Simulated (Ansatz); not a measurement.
Isolated molecules relaxed with PBE0-D4/def2-TZVP in Ansatz; ΔE leaves out vibrations. CCSD(T)/CBS adds triple-zeta CCSD(T) − MP2 to the extrapolated MP2 energy (def2 sets, frozen cores). This one scheme is used for every species. DFT in def2-TZVPP. B3LYP here is the variant with VWN-RPA as its local correlation; programs differ in this. One conformer a species, not always the lowest.

Consider the formal exchange of groups at the Si–O bond: `O[SiH2]O` + `[CH3][Al]([OH])[OH]` → `O[SiH2][Al]([OH])[OH]` + CH₃OH.

`O[SiH2]O`:

```xyz
7

O     0.719   -0.990   -0.779
Si   -0.411   -0.128    0.043
O     0.169    1.266    0.687
H     1.077   -0.606   -1.581
H    -1.504    0.322   -0.849
H    -0.873   -1.061    1.096
H     0.824    1.197    1.383
```

`[CH3][Al]([OH])[OH]`:

Cartesian coordinates in Å:
```
C 1.299 -0.192 -0.759
Al -0.361 0.048 0.203
O -0.474 1.318 1.324
O -1.650 -1.014 -0.099
H 2.117 -0.432 -0.073
H 1.227 -0.996 -1.493
H 1.586 0.725 -1.281
H -1.241 1.525 1.854
H -2.504 -0.982 0.325
```

`O[SiH2][Al]([OH])[OH]`:

Cartesian coordinates in Å:
```
O 2.342 0.652 -0.104
Si 0.861 1.338 0.198
Al -0.819 -0.422 -0.006
O -2.480 -0.194 0.214
O -0.080 -1.902 -0.398
H 2.329 -0.285 -0.304
H 0.635 2.456 -0.762
H 0.876 1.957 1.554
H -3.174 -0.846 0.146
H -0.490 -2.753 -0.538
```

CH₃OH:

```xyz
6

C    -0.144   -0.124    0.301
O     0.842    0.046   -0.691
H     0.271   -0.796    1.053
H    -1.061   -0.579   -0.094
H    -0.406    0.819    0.796
H     0.498    0.634   -1.365
```

```json
{"level": "r2SCAN", "ΔE (kcal/mol)": "52.6"}
{"level": "B3LYP", "ΔE (kcal/mol)": "51.2"}
```

Problem. What does CCSD(T)/CBS give? (An estimate is asked.)

Solution. Ansatz gave: +53.2 kcal/mol. The listed levels differ from it by -0.6, -2.0 kcal/mol.

Largest T1 diagnostic among the species: 0.013.

From PBE to PBE0 (25 % exact exchange), in def2-TZVPP and without D4, ΔE moves by +1.9 kcal/mol.
